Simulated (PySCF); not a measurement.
## Deuteron quadrupole couplings in `C=C[PH+](C=C)c1cccs1`

C8H10PS (charge +1).
SMILES with atom numbers: `[CH2:1]=[CH:2][PH+:3]([CH:4]=[CH2:5])[c:6]1[cH:7][cH:8][cH:9][s:10]1` (hydrogens: H11, H12 on C1; H13 on C2; H14 on P3; H15 on C4; H16, H17 on C5; H18 on C7; H19 on C8; H20 on C9)

Structure used (GFN2-xTB), in Å, numbered top down from 1:
```
atom  x, y, z in Å
C1    -2.5823   -1.9759   -0.3537
C2    -1.7623   -1.2225    0.3655
P3    -0.7087    0.0333   -0.3599
C4    -1.1280    1.6706    0.2354
C5    -1.5990    2.6268   -0.5527
C6     0.9848   -0.3177    0.0200
C7     2.0060    0.5894    0.2005
C8     3.2305   -0.0423    0.4579
C9     3.1318   -1.4030    0.4661
S10    1.5495   -1.9608    0.1624
H11   -2.6687   -1.8776   -1.4246
H12   -3.2032   -2.7260    0.1083
H13   -1.6750   -1.3200    1.4419
H14   -0.9404    0.0137   -1.7249
H15   -0.9738    1.8155    1.2989
H16   -1.8491    3.6004   -0.1636
H17   -1.7527    2.4807   -1.6103
H18    1.8710    1.6558    0.1550
H19    4.1497    0.4855    0.6338
H20    3.9147   -2.1151    0.6409
```

Level: PBE0/pcSseg-1 (PySCF, non-relativistic); Q(2H) = 0.00286 b; rigid geometry, the same for H and D, with no vibrational averaging.

Question: Rank these positions by the coupling χzz of a deuteron there, largest first.
A. H15 (vinylic hydrogen)
B. H17 (vinylic hydrogen)
C. H20 (aromatic hydrogen)
D. H14 (P–H hydrogen)
E. H18 (aromatic hydrogen)

Answer: C (226 kHz), E (222 kHz), B (217 kHz), A (211 kHz), D (130 kHz).

Give the electric field gradient Vzz (the principal value of largest size), its asymmetry and the 2H coupling at each hydrogen.

```
atom  bonded to  bond length (Å)  Vzz (au)     η  χzz (kHz)
 H11         C1            1.079    0.3223  0.04        217
 H12         C1            1.078    0.3235  0.02        217
 H13         C2            1.084    0.3139  0.09        211
 H14         P3            1.385    0.1935  0.03        130
 H15         C4            1.084    0.3138  0.08        211
 H16         C5            1.078    0.3231  0.02        217
 H17         C5            1.079    0.3225  0.04        217
 H18         C7            1.076    0.3300  0.06        222
 H19         C8            1.074    0.3333  0.07        224
 H20         C9            1.073    0.3362  0.08        226
```

Average by the element that carries the hydrogen.

on C: 218 kHz over 9 positions, mean bond length 1.078 Å; on P: 130 kHz over 1 position, mean bond length 1.385 Å.

How does χzz go with the bond length over the 9 C–H bonds?

A straight-line fit has a slope of -12.8 kHz for each 0.01 Å, with a correlation coefficient of -0.98, over lengths from 1.073 to 1.084 Å. The longer bonds have the smaller couplings here.

One conformer (not necessarily the lowest) at the GFN2-xTB geometry, without solvent, vibrations or thermal averaging. GFN2-xTB bond lengths can be off by several hundredths of an ångström, more for odd bonds, and the gradients follow them. A larger basis could move these couplings by a tenth or more.
